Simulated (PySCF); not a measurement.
## Basis and Hamiltonian dependence of the excitation energy of P

P [Ne] 3s2 3p3 (4S) → P [Ne] 3s2 3p2 4s1 (4P). Calculated with PySCF 2.14 from differences of total energies of unrestricted determinants, without spin-orbit coupling. Values in eV.

```tsv
basis	Hamiltonian	functions	UHF	PBE	PBE0	MP2 (valence)	CCSD(T) (valence)	CCSD(T) (valence and next inner shell)
aug-cc-pV(D+d)Z	non-relativistic	32	7.032	7.094	7.211	7.215	7.117	n/a
aug-cc-pwCVDZ	non-relativistic	36	7.033	7.091	7.208	7.219	7.121	n/a
dyall-av2z	non-relativistic	50	7.014	7.068	7.185	7.196	7.100	n/a
aug-cc-pV(T+d)Z with one added diffuse shell each of s, p, d, f type	non-relativistic	71	6.627	6.827	6.931	7.005	6.941	n/a
aug-cc-pCVTZ-DK	spin-free X2C	75	6.920	7.011	7.125	7.221	7.157	7.152
def2-QZVPPD	non-relativistic	76	6.890	6.986	7.102	7.233	7.163	7.152
aug-cc-pVQZ-DK	spin-free X2C	84	6.789	6.910	7.023	7.140	7.072	n/a
dyall-av3z	spin-free X2C	84	6.757	6.893	7.002	7.085	7.020	n/a
aug-cc-pV(Q+d)Z	non-relativistic	89	6.809	6.929	7.042	7.162	7.092	n/a
aug-cc-pCVTZ-DK with one added diffuse shell each of s, p, d, f type	spin-free X2C	91	6.607	6.809	6.912	6.984	6.921	6.918
dyall-acv3z	non-relativistic	113	6.773	6.911	7.020	7.106	7.041	n/a
aug-cc-pwCVQZ	non-relativistic	134	6.805	6.928	7.040	7.161	n/a	n/a
aug-cc-pCVQZ-DK	spin-free X2C	134	6.785	6.908	7.020	7.140	n/a	n/a
aug-cc-pV(5+d)Z	non-relativistic	136	6.761	6.899	7.009	7.139	n/a	n/a
```

Frozen in the all-electron rows: valence: [Ne]; valence and next inner shell: 1s2.

Reference for a calculation without spin-orbit coupling: 6.967 eV (measured, between term centres; NIST).
